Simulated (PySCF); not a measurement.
Molecule: 3,3,3-trifluoroprop-1-ene, C$_{3}$H$_{3}$F$_{3}$, charge 0, multiplicity 1. 
Structure (B3LYP-D3(BJ)/def2-TZVP (Ansatz) minimum search):
```
C
C 1 1.3220
H 2 1.0815 1 120.86
H 2 1.0816 3 117.53 1 -180.00
H 1 1.0828 2 122.61 3 0.00
C 1 1.4944 5 113.90 2 -180.00
F 6 1.3446 1 113.25 5 -180.00
F 6 1.3522 7 107.28 1 122.91
F 6 1.3522 7 107.28 8 114.18
```

Dispersion corrections to the total energy (kcal/mol) from the dftd3 and dftd4 libraries through PySCF: D3(BJ) without and D4 with the three-body term, each with the damping fitted for the functional named.

```csv
functional,D3(BJ),D4
LC-wPBE,…,-3.84
PBE0,-2.85,-2.90
HSE06,-2.03,-2.66
B3LYP,-5.77,…
B2PLYP,-2.57,…
PW6B95,-1.51,-3.04
BP86,-5.07,-4.49
```

Task: Fill in the missing entries.

Result: 
- LC-wPBE, D3(BJ): -3.01
- B3LYP, D4: -5.59
- B2PLYP, D4: -2.43
